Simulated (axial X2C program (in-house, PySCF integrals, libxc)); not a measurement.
## What spin–orbit coupling does to Ge₂

Calculated with an in-house all-electron X2C program for linear molecules (integrals from PySCF). Spin-free means the one-electron spin-free X2C Hamiltonian; two-component (2c) means X2C with spin–orbit coupling and atomic mean-field two-electron Coulomb and Gaunt terms, so the difference of the two also holds small scalar two-electron terms. Basis: Ge dyall-cv3z [9s9p7d4f1g] (cores contracted in-house); Gaussian nuclei, density fitting, unrestricted open shells. Masses: Ge 73.921 u.

Spin-free state: M_S = 1, Λ = 0 (beyond evenly filled blocks: π+α, π-α); fragments Ge + Ge.

| level | Re (Å) | ωe (cm⁻¹) | De (eV) |
| --- | --- | --- | --- |
| PBE0 | 2.375 | 292.1 | 2.908 |

Two-component determinant lowest at the distance of the search:

Ω = 1 (⟨Sz⟩ = 1.00, ⟨Lz⟩ = 0.00 at PBE0); fragments Ge + Ge.

| level | Re (Å) | ωe (cm⁻¹) |
| --- | --- | --- |
| PBE0 | 2.376 | 291.2 |

Question: From the two tables, how do the constants change at the PBE0 level (2c against spin-free)?

Answer: At the PBE0 level Re increases by 0.001 Å and ωe goes down by 0.9 cm⁻¹.

One determinant describes the state; a PBE0 search over occupations chose it and may have missed a lower one. Dissociation energies refer to the lowest single-determinant-based atoms at the same level and basis. De is not given where an atomic determinant may have missed its ground term or J level, or where the truncated virtual space spoils (T). Density functionals use the spin component along the axis (collinear). Other states lie close and PBE0, whose exact exchange favours high spin, may order them wrongly; the determinant shown need not be the ground state. The nearest other spin-free determinant of the search, M_S = 1, Λ = 1, lies 0.39 eV up at the distance of the search. Without a current term, density functionals place determinants with orbital angular momentum somewhat too high. With several unpaired electrons one determinant need not be a pure state. Open-shell Ω = 0 determinants with evenly filled partner blocks cannot be reached by this program, so the Ω shown need not be the lowest component. This is the Ω = 1 component of a π² triplet; the 0⁺ component is not one determinant and can lie lowest.
